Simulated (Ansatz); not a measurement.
The cluster Tl2F (the lowest doublet isomer of a short search), 3 atoms. Hardware: 4 threads of Arm Neoverse V2 on a shared host.

In the def2 sets Tl takes a core potential; there is no spin–orbit coupling. Correlated methods freeze 9 core orbitals; core or outer-core shells of Tl are correlated, in sets that lack core-valence functions. In CCSD on the charge 0 quartet the largest single amplitude is 0.19, so its Hartree–Fock determinant may place the open shell otherwise than the density functionals do.

Q: How many basis functions does each of these Ansatz runs have, and roughly what does it cost? CCSD(T)/def2-TZVPP, charge 1 singlet at the geometry of the charge 0 doublet, energy, from earlier orbitals; PBE-D4/def2-TZVP, charge 1 singlet at the geometry of the charge 0 doublet, energy, from earlier orbitals; RPA@PBE/def2-TZVP, charge 0 doublet, energy, from earlier orbitals; PBE0-D4/def2-SVP, charge 0 doublet, energy with a search over starts; PBE0-D4/def2-SVP, charge -1 singlet at the geometry of the charge 0 doublet, energy with a search over starts; PBE0-D4/def2-TZVP, charge 0 quartet, relaxation, 6 steps; PBE-D4/def2-TZVPD, charge -1 triplet at the geometry of the charge 0 doublet, energy, from earlier orbitals; PBE with 35 % exact exchange/def2-TZVP, charge 0 quartet, energy, from earlier orbitals; PBE-D4/def2-TZVPD, charge -1 singlet at the geometry of the charge 0 doublet, energy, from earlier orbitals; CCSD(T)/def2-TZVPP, charge 0 quartet, energy, from earlier orbitals; PBE-D4/def2-TZVPD, charge 0 doublet, energy, from earlier orbitals; PBE0-D4/def2-TZVP, charge 1 singlet at the geometry of the charge 0 doublet, energy, from earlier orbitals.

A: Other jobs shared the machine, so times can vary by a factor of up to 3. A dash marks memory too small to be measured apart from the calling script's.

```tsv
run	functions	fitting or Cholesky vectors	wall time	peak host memory (GiB)
PBE-D4/def2-TZVP, charge 1 singlet at the geometry of the charge 0 doublet, energy, from earlier orbitals	131	934	0.8 s	–
PBE0-D4/def2-TZVP, charge 1 singlet at the geometry of the charge 0 doublet, energy, from earlier orbitals	131	1074	1 s	–
PBE-D4/def2-TZVPD, charge -1 singlet at the geometry of the charge 0 doublet, energy, from earlier orbitals	152	1073	1.1 s	–
PBE0-D4/def2-SVP, charge -1 singlet at the geometry of the charge 0 doublet, energy with a search over starts	66	840	1.3 s	–
PBE-D4/def2-TZVPD, charge 0 doublet, energy, from earlier orbitals	152	1073	1.9 s	–
PBE-D4/def2-TZVPD, charge -1 triplet at the geometry of the charge 0 doublet, energy, from earlier orbitals	152	1073	1.9 s	–
PBE0-D4/def2-SVP, charge 0 doublet, energy with a search over starts	66	836	2.3 s	–
RPA@PBE/def2-TZVP, charge 0 doublet, energy, from earlier orbitals	131	1173	3 s	–
CCSD(T)/def2-TZVPP, charge 1 singlet at the geometry of the charge 0 doublet, energy, from earlier orbitals	131	1173	3.2 s	0.58
PBE with 35 % exact exchange/def2-TZVP, charge 0 quartet, energy, from earlier orbitals	131	1121	4.2 s	0.56
PBE0-D4/def2-TZVP, charge 0 quartet, relaxation, 6 steps	131	1074	9.5 s	–
CCSD(T)/def2-TZVPP, charge 0 quartet, energy, from earlier orbitals	131	1173	26 s	1.4
```
